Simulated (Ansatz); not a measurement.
`[NH2][Ga]([NH2])[Cl]` + H₂S → `[NH2][Ga]([SH])[Cl]` + NH₃  (ligand exchange at a Ga–N bond)

Program: Ansatz. Geometries: PBE0-D4/def2-TZVP. ΔE: electronic, gas phase. CBS: MP2 limit from def2 TZ/QZ plus the TZ coupled-cluster correction, frozen cores. This one scheme is used for every species. Functionals use def2-TZVPP. For Ga outer-core shells are correlated without core-valence functions, which leaves a few kJ/mol of doubt a bond. Scalar relativity is left out up to krypton. One conformer a species, not always the lowest.

```tsv
level	ΔE (kcal/mol)	difference from CCSD(T)/CBS
LDA (SPW92)	-13.0	-0.4
r2SCANh-D4	-14.2	-1.6
PBE-QIDH	-13.8	-1.2
PBE0	-14.3	-1.7
r2SCAN0	-14.1	-1.5
BHLYP	-12.8	-0.2
CAM-B3LYP	-11.8	0.8
RPA@PBE/def2-TZVPP	-11.7	0.9
SCS-MP2/def2-TZVPP	-12.2	0.4
MP2/def2-QZVPP	-12.9	-0.3
CCSD(T)/CBS	-12.6	0
```

Largest T1 diagnostic among the species: 0.012.

Leaving LDA and LC-ωPBE aside and taking each functional with its dispersion term where it has one, the values, not all of them listed here, spread over 2.6 kcal/mol, from B97M-V to CAM-B3LYP-D4. LDA lies +1.3 kcal/mol from PBE without D4.
